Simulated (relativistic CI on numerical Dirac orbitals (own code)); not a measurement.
## Ru2+: 3d photoemission

Computed with this model: Dirac-Coulomb-Breit CI, separate exchange-only KLI orbitals for each configuration, model QED (radiative potential, 1s self-energy scaled to tabulated hydrogen-like ionisation energies), multiplet model of photoemission in the sudden approximation, unscaled Slater integrals; configurations [Kr] 4d6 → [Ar] 3d9 4s2 4p6 4d6; 300 K; Lorentzian 0.3 eV and Gaussian 0.5 eV FWHM. Energies are those of the free ion, without screening or charge transfer. The energies are binding energies and can lie tens of eV above those of solids. S is read from ⟨S²⟩ = S(S + 1).

Field parameters in Wybourne normalisation: Td as Oh with Dq negative (B⁴₀ = 21Dq, B⁴₄ = √(5/14) B⁴₀). The field is a parameter set, without covalency.

free ion: ground-state S = 1.99, centroid 311.96 eV. Peaks (eV, height): 308.8 (85), 309.9 (100), 311.3 (18), 313.0 (55), 314.3 (34), 316.5 (16), 319.4 (21).

Td, 10Dq = -8850 cm⁻¹: ground-state S = 1.99, centroid 311.99 eV. Peaks (eV, height): 309.1 (91), 309.6 (100), 311.9 (16), 313.3 (59), 317.1 (9), 319.7 (12).

Strongest unbroadened transitions for free ion:

```tsv
Energy (eV)	Relative strength
308.41	14.0
308.73	100.0
309.12	17.1
309.14	14.3
309.47	12.7
309.75	69.3
309.77	14.0
309.97	17.2
310.20	50.8
310.52	15.7
311.33	17.6
312.82	30.8
312.99	10.7
313.03	11.3
313.14	18.3
314.08	14.8
316.53	17.5
319.34	17.4
```
